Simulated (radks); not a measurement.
The numbers below are computed, except where a source is named.
Orbital eigenvalues (eV) of neutral chromium, [Ar] 3d5 4s1, at several levels of relativity; Dirac values are averaged over j with weights 2j + 1. Spin-unpolarised spherical Kohn-Sham, PBE, point nucleus unless stated (finite: rms radius 3.6452 fm), a radial shooting solver on a logarithmic mesh with Libxc functionals. A level marked "c x" has the speed of light scaled by that factor and shares open shells by 2j + 1; other Dirac levels either fill j = l - 1/2 first or share by 2j + 1.

[
 {"shell": "1s", "non-rel.": "-5834.0", "scalar-rel., finite nucleus": "-5880.9", "Dirac, 2j+1 shares, finite nucleus": "-5879.8", "Dirac, c x 5": "-5835.8", "change of magnitude, last against first (%)": "+0.03"},
 {"shell": "2s", "non-rel.": "-657.79", "scalar-rel., finite nucleus": "-667.14", "Dirac, 2j+1 shares, finite nucleus": "-666.97", "Dirac, c x 5": "-658.15", "change of magnitude, last against first (%)": "+0.05"},
 {"shell": "2p", "non-rel.": "-558.96", "scalar-rel., finite nucleus": "-560.70", "Dirac, 2j+1 shares, finite nucleus": "-560.55", "Dirac, c x 5": "-559.02", "change of magnitude, last against first (%)": "+0.01"},
 {"shell": "3s", "non-rel.": "-72.512", "scalar-rel., finite nucleus": "-73.991", "Dirac, 2j+1 shares, finite nucleus": "-73.976", "Dirac, c x 5": "-72.570", "change of magnitude, last against first (%)": "+0.08"},
 {"shell": "3p", "non-rel.": "-45.103", "scalar-rel., finite nucleus": "-45.443", "Dirac, 2j+1 shares, finite nucleus": "-45.436", "Dirac, c x 5": "-45.116", "change of magnitude, last against first (%)": "+0.03"},
 {"shell": "4s", "non-rel.": "-3.9130", "scalar-rel., finite nucleus": "-4.0074", "Dirac, 2j+1 shares, finite nucleus": "-4.0069", "Dirac, c x 5": "-3.9166", "change of magnitude, last against first (%)": "+0.09"},
 {"shell": "3d", "non-rel.": "-2.9949", "scalar-rel., finite nucleus": "-2.9133", "Dirac, 2j+1 shares, finite nucleus": "-2.9140", "Dirac, c x 5": "-2.9916", "change of magnitude, last against first (%)": "-0.11"},
 {"shell": "4p (empty)", "non-rel.": "-0.98418", "scalar-rel., finite nucleus": "-0.98857", "Dirac, 2j+1 shares, finite nucleus": "-0.98861", "Dirac, c x 5": "-0.98434", "change of magnitude, last against first (%)": "+0.02"}
]
